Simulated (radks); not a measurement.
Spherical quantum dot in the effective-mass picture: electrons in a hard-walled sphere of radius 4.03, all in effective atomic units (hartree* = m*/eps^2 hartree, bohr* = eps/m* bohr), one dielectric constant everywhere. Calculated with a radial shooting solver with Libxc functionals: non-relativistic Kohn-Sham, LDA (Slater exchange, Perdew-Wang correlation), spin-polarised, spherical densities. Levels are named by radial order and angular momentum (1s, 1p, 1d, 2s, ...), and open shells are averaged over m. Results are scaled to m* = 0.066 and eps = 9.1, for which hartree* = 21.69 meV and bohr* = 7.296 nm.

N = 26, configuration 1s2 1p6 1d10 1f(up 7, down 1). This is the lowest configuration that the search found. Occupied and some empty levels:

level    occupation  eigenvalue (meV)  <r> (nm)
1s up             1            181.47     20.36
1s down           1            182.70     20.24
1p up             3            184.72     20.98
1p down           3            186.00     20.92
1d up             5            190.48     21.55
1d down           5            191.81     21.51
1f up             7            198.46     22.04
1f down           1            199.82     22.02
2s up             0            206.61     13.09
2s down           0            207.04     13.08
1g up             0            208.48     22.46
1g down           0            209.87     22.45
2p up             0            217.82     15.37
2p down           0            218.43     15.34
2d up             0            231.28     16.81
2d down           0            232.02     16.77

Energy (meV): total 2744.77, kinetic 681.92, external 0, Hartree 2307.6, exchange-correlation -244.76.
